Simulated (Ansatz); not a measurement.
C2H6AlF, singlet, at a GFN2-xTB geometry (such geometries of metal compounds can be far from the true shape); HF/STO-3G (Ansatz, an electronic-structure program).

The Ansatz input:
Ansatz 0.2 input:
```yaml
crystal:
  periodic: [false, false, false]
  atoms:
    - {symbol: Al, position_ang: [-0.01873622, 0.01128456, -0.01949987]}
    - {symbol: C, position_ang: [1.82868265, -0.13941676, -0.74158589]}
    - {symbol: H, position_ang: [2.23712794, -1.14909666, -0.65766910]}
    - {symbol: H, position_ang: [2.53495403, 0.51967783, -0.23045799]}
    - {symbol: H, position_ang: [1.84292245, 0.13399660, -1.80155726]}
    - {symbol: C, position_ang: [-0.74425394, -0.52313267, 1.75297945]}
    - {symbol: H, position_ang: [-1.55785866, -1.24709688, 1.64474875]}
    - {symbol: H, position_ang: [-1.17283915, 0.33536843, 2.27920618]}
    - {symbol: H, position_ang: [0.00348516, -0.96852525, 2.41114294]}
    - {symbol: F, position_ang: [-1.12786591, 0.68936370, -1.05114186]}
basis:
  gaussian:
    orbitals: STO-3G
hamiltonian:
  xc: hf
scf: {lower_state_search: full}
```

Output, abridged:

```
Functional definition: HF
380 factors; integrals over basis functions are off by at most 7.1e-5 eV
mean field evaluation 1: about -11302.2536 eV, gradient 2.1e1 eV
mean field evaluation 2: about -11302.3366 eV, gradient 2.1e1 eV
mean field evaluation 4: about -11304.5179 eV, gradient 1.3e0 eV
mean field evaluation 8: about -11304.5275 eV, gradient 2.2e-2 eV
mean field -11304.52745931 eV, -415.4337216456 hartree, gradient 2.3e-5 eV, S^2 0.000000; 0 other end points of the search recorded, 0 dependent functions left out
reference -11304.52745931 eV, -415.4337216456 hartree; 20, 20 occupied and 10, 10 virtual orbitals, 380 factors
Total energy: -11304.52745931 eV, -415.4337216456 hartree
```
